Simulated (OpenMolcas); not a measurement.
## Fe4+: ligand-field states by method

Fe4+ with 6 ligands (fluoride) in octahedral coordination (Oh) at 1.9 Å. A charge of +0.333 e stands 2.8 Å behind each ligand. Ligand basis ANO-RCC-VDZP.

| Item | Value |
| --- | --- |
| Program | OpenMolcas |
| Basis | ANO-RCC-VTZP [6s5p3d2f1g] |
| Scalar Hamiltonian | DKH2, point nucleus |
| Active space | 4 electrons in 5 orbitals (3d) |
| State averaging | 2S+1 = 5 even, 5 roots; 2S+1 = 3 even, 45 roots; 2S+1 = 1 even, 50 roots |
| Spin-orbit coupling | state interaction with AMFI integrals over the reference wave functions |

I. CASSCF
II. SS-CASPT2, IPEA 0.25 Eh, imaginary shift 0.1 Eh (closed shells correlated: 3s 3p and the ligand valence shells)

Spin-free states (labels of O, the rotations of Oh) in cm-1, each column counted from its own energy of the first state listed:

| State | Degeneracy | I | II |
| --- | --- | --- | --- |
| 5E | 2 | 0 | 0 |
| 3T1 | 3 | 12394 | -3080 |
| 5T2 | 3 | 19255 | 27040 |
| 3E | 2 | 22512 | 11510 |

II puts a state of multiplicity 3 lowest, 3100 cm-1 below that state.

From I to II, I's first state of the same spin (5T2) moves from 19255 to 27040 cm-1, by about +7800 cm-1.

From I to II, I's first state of another spin (3T1) moves from 12394 to -3080 cm-1, by about -15000 cm-1.

χT at 300 K: I 2.96, II 1.71 cm3 K/mol.

Roots that are degenerate in the reference are averaged as groups; the widest CASPT2 spread within a group is 1500 cm-1 (the 2-fold group of multiplicity 1 near 45700 cm-1 above the lowest state of its run, II). Shifts and gaps below about the spread of the groups concerned are not significant. Over all roots computed the reference weight is 0.59 to 0.66 in II; the roots of lowest weight are the least certain, and an intruder state may touch them. The least metal-like active orbital is 78 % on the metal (Löwdin) and no ligand orbital is active, so the numbers are rough. Ligand-to-metal charge-transfer states are missing. With no ligand orbital active B as a rule stays too high, so bands that hang on it stand too high and its fall with covalency is understated. An orbital doublet at a regular site is open to a Jahn-Teller distortion, which this geometry leaves out (holds for I). Without dynamic correlation the repulsion within the d shell is too large (B by tens of per cent), so at a given field states of lower spin stand too high (holds for I). This shell can be high or low spin here, a state of another spin lies low, and with metal d orbitals alone active their balance is uncertain, so the ground spin may be wrong (holds for I). With metal d orbitals alone and no dynamic correlation the field as a rule comes out too small, by tens of per cent, by up to half for chloride and softer ligands (holds for I). An orbital triplet at a regular site is open to Jahn-Teller coupling, which can distort the site and quench the lowest spin-orbit gaps and is left out (holds for II). This shell can be high or low spin here, a state of another spin lies low, and with metal d orbitals alone active their balance is uncertain, so the ground spin may be wrong, although the usual error favours high spin (holds for II). With one d shell and no ligand orbital active, 10Dq can be off by a tenth or more (holds for II). No measured value stands beside these numbers; the geometry was imposed, not optimised, and the real ion may take another.
